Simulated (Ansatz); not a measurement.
Reaction (cleavage of the Ga–Si bond): `CN[SiH2][GaH2]` + HCl → `[Cl][GaH2]` + `CN[SiH3]`

Computed with Ansatz on PBE0-D4/def2-TZVP structures; ΔE is electronic, products minus reactants. CCSD(T)/CBS adds triple-zeta CCSD(T) − MP2 to the extrapolated MP2 energy (def2 sets, frozen cores). This one scheme is used for every species. DFT in def2-TZVPP. B3LYP here is the variant with VWN-RPA as its local correlation; programs differ in this. HSE06 is defined as in plane-wave codes. For Ga outer-core shells are correlated without core-valence functions, which leaves a few kJ/mol of doubt a bond. Scalar relativity is left out up to krypton. One conformer a species, not always the lowest.

`CN[SiH2][GaH2]`:

Cartesian coordinates in Å:
```
C 1.078 -1.424 1.147
N 0.022 -0.597 0.603
Si 0.279 0.552 -0.656
Ga -1.828 1.569 -1.232
H 0.668 -2.328 1.607
H 1.697 -0.911 1.896
H 1.741 -1.746 0.340
H -0.722 -0.411 1.256
H 1.272 1.630 -0.318
H 0.889 -0.168 -1.813
H -2.023 2.395 -2.557
H -3.073 1.439 -0.272
```

HCl:

Z-matrix (Å, degrees):
```
Cl
H 1 1.279
```

`[Cl][GaH2]`:

```xyz
4

Cl    1.252   -1.211   -0.860
Ga   -0.133    0.129    0.091
H    -0.261    1.530   -0.573
H    -0.858   -0.448    1.342
```

`CN[SiH3]`:

```xyz
10

C    -0.659   -0.448    1.148
N     0.211   -0.621    0.005
Si    0.617    0.659   -1.064
H    -0.446   -1.197    1.916
H    -0.477    0.532    1.599
H    -1.728   -0.504    0.905
H     0.206   -1.557   -0.369
H     1.195    1.776   -0.269
H    -0.528    1.232   -1.838
H     1.609    0.129   -2.034
```

```json
{"level": "LDA (SPW92)", "ΔE (kJ/mol)": "-105.0", "difference from CCSD(T)/CBS": "13.6"}
{"level": "PBE-D4", "ΔE (kJ/mol)": "-105.9", "difference from CCSD(T)/CBS": "12.7"}
{"level": "revPBE-D4", "ΔE (kJ/mol)": "-105.7", "difference from CCSD(T)/CBS": "12.9"}
{"level": "BLYP-D4", "ΔE (kJ/mol)": "-114.4", "difference from CCSD(T)/CBS": "4.2"}
{"level": "B97M-V", "ΔE (kJ/mol)": "-121.4", "difference from CCSD(T)/CBS": "-2.8"}
{"level": "PBE0-D4", "ΔE (kJ/mol)": "-112.5", "difference from CCSD(T)/CBS": "6.1"}
{"level": "r2SCANh-D4", "ΔE (kJ/mol)": "-121.8", "difference from CCSD(T)/CBS": "-3.2"}
{"level": "r2SCAN0-D4", "ΔE (kJ/mol)": "-123.4", "difference from CCSD(T)/CBS": "-4.8"}
{"level": "HSE06-D4", "ΔE (kJ/mol)": "-112.8", "difference from CCSD(T)/CBS": "5.8"}
{"level": "CAM-B3LYP-D4", "ΔE (kJ/mol)": "-123.5", "difference from CCSD(T)/CBS": "-4.9"}
{"level": "ωB97X-V", "ΔE (kJ/mol)": "-122.9", "difference from CCSD(T)/CBS": "-4.3"}
{"level": "ωB97M-V", "ΔE (kJ/mol)": "-122.9", "difference from CCSD(T)/CBS": "-4.3"}
{"level": "B2PLYP", "ΔE (kJ/mol)": "-126.5", "difference from CCSD(T)/CBS": "-7.9"}
{"level": "PBE-QIDH", "ΔE (kJ/mol)": "-123.0", "difference from CCSD(T)/CBS": "-4.4"}
{"level": "PBE", "ΔE (kJ/mol)": "-109.3", "difference from CCSD(T)/CBS": "9.3"}
{"level": "revPBE", "ΔE (kJ/mol)": "-110.7", "difference from CCSD(T)/CBS": "7.9"}
{"level": "BLYP", "ΔE (kJ/mol)": "-120.6", "difference from CCSD(T)/CBS": "-2.0"}
{"level": "r2SCAN", "ΔE (kJ/mol)": "-122.0", "difference from CCSD(T)/CBS": "-3.4"}
{"level": "PBE0", "ΔE (kJ/mol)": "-115.7", "difference from CCSD(T)/CBS": "2.9"}
{"level": "B3LYP", "ΔE (kJ/mol)": "-124.6", "difference from CCSD(T)/CBS": "-6.0"}
{"level": "r2SCANh", "ΔE (kJ/mol)": "-123.1", "difference from CCSD(T)/CBS": "-4.5"}
{"level": "r2SCAN0", "ΔE (kJ/mol)": "-124.7", "difference from CCSD(T)/CBS": "-6.1"}
{"level": "BHLYP", "ΔE (kJ/mol)": "-133.6", "difference from CCSD(T)/CBS": "-15.0"}
{"level": "CAM-B3LYP", "ΔE (kJ/mol)": "-127.0", "difference from CCSD(T)/CBS": "-8.4"}
{"level": "LC-ωPBE", "ΔE (kJ/mol)": "-118.6", "difference from CCSD(T)/CBS": "0.0"}
{"level": "RPA@PBE/def2-TZVPP", "ΔE (kJ/mol)": "-116.2", "difference from CCSD(T)/CBS": "2.4"}
{"level": "HF/def2-SVP", "ΔE (kJ/mol)": "-151.5", "difference from CCSD(T)/CBS": "-32.9"}
{"level": "MP2/def2-SVP", "ΔE (kJ/mol)": "-135.5", "difference from CCSD(T)/CBS": "-16.9"}
{"level": "CCSD/def2-SVP", "ΔE (kJ/mol)": "-131.2", "difference from CCSD(T)/CBS": "-12.6"}
{"level": "CCSD(T)/def2-SVP", "ΔE (kJ/mol)": "-129.7", "difference from CCSD(T)/CBS": "-11.1"}
{"level": "HF/def2-TZVPP", "ΔE (kJ/mol)": "-149.1", "difference from CCSD(T)/CBS": "-30.5"}
{"level": "MP2/def2-TZVPP", "ΔE (kJ/mol)": "-126.1", "difference from CCSD(T)/CBS": "-7.5"}
{"level": "SCS-MP2/def2-TZVPP", "ΔE (kJ/mol)": "-128.7", "difference from CCSD(T)/CBS": "-10.1"}
{"level": "CCSD/def2-TZVPP", "ΔE (kJ/mol)": "-121.3", "difference from CCSD(T)/CBS": "-2.7"}
{"level": "CCSD(T)/def2-TZVPP", "ΔE (kJ/mol)": "-119.0", "difference from CCSD(T)/CBS": "-0.4"}
{"level": "HF/def2-QZVPP", "ΔE (kJ/mol)": "-149.5", "difference from CCSD(T)/CBS": "-30.9"}
{"level": "MP2/def2-QZVPP", "ΔE (kJ/mol)": "-126.0", "difference from CCSD(T)/CBS": "-7.4"}
{"level": "SCS-MP2/def2-QZVPP", "ΔE (kJ/mol)": "-129.2", "difference from CCSD(T)/CBS": "-10.6"}
{"level": "HF/CBS(def2)", "ΔE (kJ/mol)": "-149.5", "difference from CCSD(T)/CBS": "-30.9"}
{"level": "CCSD/CBS(def2)", "ΔE (kJ/mol)": "-121.0", "difference from CCSD(T)/CBS": "-2.4"}
{"level": "CCSD(T)/CBS", "ΔE (kJ/mol)": "-118.6", "difference from CCSD(T)/CBS": "0"}
```

Largest T1 diagnostic among the species: 0.012.

From PBE to PBE0 (25 % exact exchange), in def2-TZVPP and without D4, ΔE moves by −6.4 kJ/mol. In def2-TZVPP, CCSD(T) changes the Hartree–Fock value by +30.1 kJ/mol (the triples alone add +2.3 kJ/mol) and MP2 by +23.0 kJ/mol. The D4 term adds +5.4 kJ/mol with B3LYP and +3.2 kJ/mol with PBE0; it sums over pairs of atoms, weighted by their polarisabilities, and B3LYP, whose exchange is more repulsive, gets the larger term.
